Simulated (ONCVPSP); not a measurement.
# Zr ONCV: all-electron and pseudo phase curves

zirconium (Zr), optimised norm-conserving Vanderbilt (ONCV), made with ONCVPSP 4.0.1 (PBE, fully relativistic). Core [Ar] 3d10, reference 4s2 4p6 4d2 5s2. Waves: 4s+5s: rc 1.90 bohr, ncon 3, nbas 6, qcut 6.7 1/bohr, 2 projectors; 4p: rc 2.25 bohr, ncon 4, nbas 7, qcut 7.7 1/bohr, 2 projectors, debl 3.7 Ha; 4d: rc 1.80 bohr, ncon 4, nbas 8, qcut 5.9 1/bohr, local; f scattering state at 0.22 Ha: rc 2.15 bohr, ncon 4, nbas 7, qcut 5.4 1/bohr, 2 projectors, debl 3.1 Ha. Local part: the d channel. Core correction: none.

Open shells are filled in proportion to 2j + 1.

The phase is arctan(r·R′/R) of the radial function R(r), unwrapped; energies in Ha, scanned from -4 to 5 Ha. A pole is an energy at which the radial function vanishes at the test radius. The pseudo phase is shifted by a multiple of π to meet the all-electron one at the reference energy, and phase errors are pseudo minus all-electron; the curves can meet again beyond the range given. Levels narrower than the energy grid can be missing from the lists of poles.

```csv
channel,radius (bohr),reference energy (Ha),"poles, all-electron","poles, pseudo",unbroken range about the reference energy with phases within 0.05 rad,phase error 1 Ha above the reference energy (rad)
s,1.93,-0.16,-1.63,-1.63,the whole range,+0.004
p3/2,2.28,-1.17,"-0.95, 3.53","-0.95, 3.53",the whole range,+0.000
p1/2,2.28,-1.24,"-1.03, 3.42","-1.03, 3.42",the whole range,+0.000
d5/2,1.83,-0.13,1.35,1.35,below 3.5,-0.001
d3/2,1.83,-0.14,1.32,1.35,below 3.3,+0.004
f7/2,2.19,0.22,2.13,2.14,the whole range,+0.001
f5/2,2.19,0.22,2.13,2.14,the whole range,+0.001
```

Phases in the p3/2 channel:

| E (Ha) | all-electron | pseudo |
| --- | --- | --- |
| -3.98 | 1.365 | 1.365 |
| -3.74 | 1.354 | 1.354 |
| -3.50 | 1.342 | 1.342 |
| -3.26 | 1.328 | 1.328 |
| -3.02 | 1.310 | 1.310 |
| -2.78 | 1.288 | 1.288 |
| -2.54 | 1.259 | 1.259 |
| -2.30 | 1.217 | 1.217 |
| -2.06 | 1.151 | 1.151 |
| -1.82 | 1.022 | 1.023 |
| -1.58 | 0.648 | 0.648 |
| -1.34 | -0.727 | -0.727 |
| -1.10 | -1.427 | -1.427 |
| -0.86 | -1.626 | -1.626 |
| -0.62 | -1.734 | -1.734 |
| -0.38 | -1.822 | -1.822 |
| -0.14 | -1.915 | -1.915 |
| 0.10 | -2.039 | -2.039 |
| 0.34 | -2.234 | -2.234 |
| 0.58 | -2.591 | -2.590 |
| 0.82 | -3.203 | -3.202 |
| 1.06 | -3.804 | -3.803 |
| 1.30 | -4.146 | -4.146 |
| 1.54 | -4.329 | -4.329 |
| 1.78 | -4.438 | -4.438 |
| 2.02 | -4.510 | -4.510 |
| 2.26 | -4.562 | -4.562 |
| 2.50 | -4.602 | -4.602 |
| 2.74 | -4.634 | -4.634 |
| 2.98 | -4.661 | -4.661 |
| 3.22 | -4.684 | -4.684 |
| 3.46 | -4.706 | -4.706 |
| 3.70 | -4.727 | -4.727 |
| 3.94 | -4.747 | -4.747 |
| 4.18 | -4.768 | -4.768 |
| 4.42 | -4.790 | -4.790 |
| 4.66 | -4.815 | -4.815 |
| 4.90 | -4.844 | -4.845 |
